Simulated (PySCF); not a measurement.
Constitutional and geometric isomers with formula H2F2Si2. Isolated molecules, 0 K electronic values unless said otherwise. Strings in code marks are SMILES.

Calculation: ωB97X-D3(BJ)/def2-TZVP in PySCF. Delta-SCF ions had no search for a lower state. Excitations are Tamm–Dancoff values on a coarser integration grid. The basis has no diffuse functions, so Rydberg states are missing or too high.

```json
[
 {"species": "`F/[SiH]=[SiH]/F`", "HOMO–LUMO gap (eV)": "7.71", "vertical ionisation energy (Delta-SCF) (eV)": "8.35", "T1 excitation (TDA) (eV)": "1.41", "LUMO (eV)": "-0.64", "S1–T1 gap (TDA) (eV)": "1.89", "S1 oscillator strength": "0.000"},
 {"species": "`F/[SiH]=[SiH]\\F`", "HOMO–LUMO gap (eV)": "…", "vertical ionisation energy (Delta-SCF) (eV)": "8.46", "T1 excitation (TDA) (eV)": "1.49", "LUMO (eV)": "-0.64", "S1–T1 gap (TDA) (eV)": "…", "S1 oscillator strength": "0.029"},
 {"species": "`F[Si](F)=[SiH2]`", "HOMO–LUMO gap (eV)": "8.56", "vertical ionisation energy (Delta-SCF) (eV)": "8.95", "T1 excitation (TDA) (eV)": "2.44", "LUMO (eV)": "…", "S1–T1 gap (TDA) (eV)": "…", "S1 oscillator strength": "0.340"}
]
```

Some entries are withheld; supply them.


- `F/[SiH]=[SiH]\F`, HOMO–LUMO gap (eV): 7.81
- `F/[SiH]=[SiH]\F`, S1–T1 gap (TDA) (eV): 1.90
- `F[Si](F)=[SiH2]`, LUMO (eV): -0.42
- `F[Si](F)=[SiH2]`, S1–T1 gap (TDA) (eV): 2.20
